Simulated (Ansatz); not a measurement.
Cost and result for the atomization energy of CH₉NSi₃, SMILES `[SiH3][SiH]1NC[SiH2]1` (14 atoms, 14 bonds).

Cartesian coordinates in Å:
```
Si 0.2493 -2.2455 1.1426
Si 0.5964 -0.5638 -0.4551
N 0.9480 1.0109 0.1784
C -0.1158 1.9552 -0.1723
Si -1.1930 0.7353 -1.1896
H -0.1391 -3.5227 0.4804
H 1.4821 -2.4974 1.9426
H -0.8359 -1.8502 2.0822
H 1.5840 -1.0842 -1.4526
H 1.6983 1.3290 0.7700
H 0.2451 2.8051 -0.7641
H -0.6432 2.3548 0.7021
H -2.5518 0.4968 -0.6329
H -1.3243 1.0768 -2.6315
```

Charge 0, multiplicity 1. The structure was optimised at the PBE0-D4/def2-TZVP level. Program: Ansatz. All runs use 4 threads of an Arm Neoverse V1 on a shared host. Times are those of one run each, without the atoms' runs, and a repeat can differ threefold. Electronic energies, without spin–orbit coupling; frozen cores. CCSD(T)/CBS adds CCSD(T) − MP2 in def2-TZVPP to the MP2 limit, and its time is that of the two runs behind it. T1 = 0.013. B3LYP takes the VWN-RPA correlation (the form of Gaussian; ORCA's B3LYP/G).

CCSD(T)/CBS is a level of theory with its own doubt, some kJ/mol a heavy atom from the limit and from the frozen cores, so smaller differences don't rank the functionals.

```csv
level,functions,wall time
PBE-D4/def2-TZVPP (with forces),314,3.9 s
PBE0-D4/def2-TZVPP,314,5.5 s
r2SCAN-D4/def2-TZVPP (with forces),314,7.5 s
B3LYP-D4/def2-TZVPP (with forces),314,8.5 s
B2PLYP/def2-TZVPP,314,9 s
ωB97X-V/def2-TZVPP,314,13 s
ωB97M-V/def2-TZVPP (with forces),314,19 s
MP2/def2-QZVPP,594,38 s
CCSD(T)/def2-TZVPP,314,16 min
CCSD(T)/CBS(def2),–,17 min
```

Task: What atomization energy does each give, and how far from CCSD(T)/CBS? (Estimate.)

Result: The calculation gave: 
```csv
level,atomization (kJ/mol),difference from CCSD(T)/CBS,per bond
PBE-D4/def2-TZVPP (with forces),4573.0,24.4,1.7
PBE0-D4/def2-TZVPP,4534.2,-14.4,-1.0
r2SCAN-D4/def2-TZVPP (with forces),4542.9,-5.7,-0.4
B3LYP-D4/def2-TZVPP (with forces),4551.5,2.9,0.2
B2PLYP/def2-TZVPP,4478.4,-70.2,-5.0
ωB97X-V/def2-TZVPP,4594.7,46.1,3.3
ωB97M-V/def2-TZVPP (with forces),4557.4,8.8,0.6
MP2/def2-QZVPP,4496.2,-52.4,-3.7
CCSD(T)/def2-TZVPP,4417.6,-131.0,-9.4
CCSD(T)/CBS(def2),4548.6,0.0,0.0
```

The D4 term adds +58.1 kJ/mol with B3LYP and +30.8 kJ/mol with PBE0; it sums over pairs of atoms, weighted by their polarisabilities, and B3LYP, whose exchange is more repulsive, gets the larger term. From PBE to PBE0 (25 % exact exchange), in def2-TZVPP and without D4, the atomization energy moves by −33.7 kJ/mol: exact exchange takes away binding that semilocal exchange gives to molecules. In def2-TZVPP, CCSD(T) changes the Hartree–Fock value by +1103.2 kJ/mol (the triples alone add +56.9 kJ/mol) and MP2 by +1103.6 kJ/mol; breaking electron pairs costs correlation energy, which Hartree–Fock lacks.
